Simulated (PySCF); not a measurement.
Computed shifts of a molecule C5H10O, PySCF with PBE0/pcSseg-1, GIAO, gas phase, equivalent atoms averaged, in ppm (number of nuclei): ¹³C: 77.9 (1), 57.8 (1), 34.1 (2), 16.3 (1). ¹H: 3.79 (1), 3.43 (3), 2.44 (1), 2.38 (1), 2.30 (1), 1.99 (1), 1.92 (1), 1.72 (1). References: ¹³C against TMS (σ = 186.3 ppm); ¹⁷O against H2O (σ = 334.2 ppm); ¹H against TMS (σ = 31.56 ppm), references at their B3LYP-D3(BJ)/def2-TZVP geometries, non-relativistic. Geometry optimised at B3LYP-D3(BJ)/def2-SVP. Other conformers were not sampled.

Problem. Which structure fits?
(A) CC1(C)CCO1
(B) C=C(C)COC
(C) CC1(C)COC1
(D) COC1CCC1

Solution. D, COC1CCC1
